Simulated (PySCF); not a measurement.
# How methods differ on the excitation energy of Ag

Ag [Kr] 4d10 5s1 (2S) → Ag [Kr] 4d10 5d1 (2D), as a difference of total energies. Computed with PySCF 2.14 in aug-cc-pVTZ-PP with ECP28MDF (6s6p5d3f2g, 88 functions), with scalar relativity through the core potential. Correlated levels: valence: 4s2 4p6 frozen. The calculations carry no spin-orbit coupling.

| method | excitation energy (eV) | error (eV) |
| --- | --- | --- |
| UHF | 5.969 | -0.076 |
| LDA | 7.312 | +1.267 |
| PBE | 6.820 | +0.775 |
| PBE0 | 6.651 | +0.606 |
| r2SCAN | 6.880 | +0.835 |
| PW91 | 6.897 | +0.852 |
| r2SCANh | 6.837 | +0.792 |
| BLYP | 6.901 | +0.856 |
| LC-wPBE | 6.796 | +0.751 |
| MP2 (valence) | 7.002 | +0.957 |
| SCS-MP2 (valence) | 6.850 | +0.805 |

Reference: 6.045 eV (measured; NIST levels, between the centres of gravity of the two terms).

Errors of the correlated levels include the incompleteness of this basis and the frozen core.

The promoted electron is Rydberg-like, and one or two diffuse shells describe it only roughly, which tends to raise the upper state.

In the upper state the promoted electron has a positive orbital energy at LDA, PBE, r2SCAN, PW91, r2SCANh, BLYP, so the basis confines it.
